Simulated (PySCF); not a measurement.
Manganese: a sound run and one with changed settings

Sound run: Mn⁺ [Ar] 3d5 4s1, Mn²⁺ [Ar] 3d5. Computed with PySCF 2.14 in def2-SVP, with the non-relativistic Hamiltonian (point nucleus). In the sound run the correlated levels freeze [Ar]. The sound run starts from symmetry-adapted Hartree-Fock orbitals and uses a fine grid where one is needed.

Changed run: the spin-free X2C one-electron Hamiltonian (Gaussian nucleus). This setting is unsound on purpose.

| species | method | sound run (hartree) | changed run (hartree) | converged |
| --- | --- | --- | --- | --- |
| Mn⁺ | UHF | -1149.47846 | -1155.73617 | yes |
| Mn⁺ | r2SCAN | -1150.53770 | -1156.79511 | yes |
| Mn⁺ | B3LYP | -1150.57243 | -1156.82954 | yes |
| Mn⁺ | MP2 | -1149.52611 | -1155.78380 | yes |
| Mn²⁺ | UHF | -1148.94224 | -1155.19511 | yes |
| Mn²⁺ | r2SCAN | -1149.96442 | -1156.21670 | yes |
| Mn²⁺ | B3LYP | -1149.99801 | -1156.24998 | yes |
| Mn²⁺ | MP2 | -1148.98330 | -1155.23617 | yes |

Ionisation energy of Mn⁺:

```
 method  sound run (eV)  changed run (eV)
    UHF          14.591            14.723
 r2SCAN          15.600            15.739
  B3LYP          15.631            15.771
    MP2          14.770            14.902
SCS-MP2          14.651            14.783
```

Most of the change in total energy is the relativistic energy itself. On top of that the contraction fixes the core shape for the Hamiltonian it was made with, so the changed run is not a good calculation with the other Hamiltonian either.

For comparison, NIST gives 15.640 eV between the lowest levels.
